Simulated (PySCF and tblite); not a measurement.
Values are calculated unless marked as measured or tabulated.
System: C₇H₆F (charge +1), numbered as in [CH:1]#[C:2][C+:3]([CH:4]=[CH2:5])[C:6](=[CH2:7])[F:8].

Level: PBE0/pcSseg-1 + D3(BJ), IEF-PCM chloroform on GFN2-xTB stationary points, with GFN2-xTB thermal terms. Rate constants are transition-state-theory values, counting equivalent paths, without tunnelling. Run with tblite and PySCF.

The ion is treated without a counter-ion.

Problem. Estimate the barrier and the room-temperature rate of the rotation about the C6–C3 bond (torsion C7–C6–C3–C2 from 0° to 180°, rising).

Solution. The electronic barrier is 16.8 kcal/mol and ΔG‡(298 K) 16.1 kcal/mol, over a C1 saddle with an imaginary mode of 245i cm⁻¹ (GFN2-xTB). With 2 equivalent paths, k is 19 s⁻¹, a mean lifetime of the start of 53 ms against this motion. The end lies 1.8 kcal/mol above the start in free energy.
